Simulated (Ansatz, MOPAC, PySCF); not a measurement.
System: H2N (cation, charge +1), triplet: symmetric bend, bond length relaxed. Scanned: H-N-H angle. Other coordinates (N-H bond length) were minimised at PBE0/def2-TZVP.

Levels of theory: UHF/def2-SVP (PySCF); CCSDT(Q)/aug-cc-pVDZ = CCSDT(Q) on UHF/aug-cc-pVDZ, frozen core (Ansatz, a first-principles code); PM3, unrestricted, heats of formation (MOPAC).

Energies in kcal/mol, each method relative to its own lowest point.

```csv
a / °,UHF,CCSDT(Q)/aug-cc-pVDZ,PM3
171.37,0.8,0.8,0.0
162.45,0.4,(withheld),(withheld)
149.08,0.0,0.0,(withheld)
140.29,0.6,0.6,(withheld)
127.98,3.4,3.3,5.6
122.43,5.7,5.6,(withheld)
107.95,15.5,15.1,16.3
101.38,22.1,21.3,21.8
87.70,40.8,38.9,37.4
```

### Question
Some entries are withheld; supply them.

### Answer

- 162.45, CCSDT(Q)/aug-cc-pVDZ: 0.3
- 162.45, PM3: 0.2
- 149.08, PM3: 1.0
- 140.29, PM3: 2.3
- 122.43, PM3: 7.7

The scan ran from 180.0 to 60.0; beyond the range shown the relaxed coordinates jump or full CI changes its symmetry label.
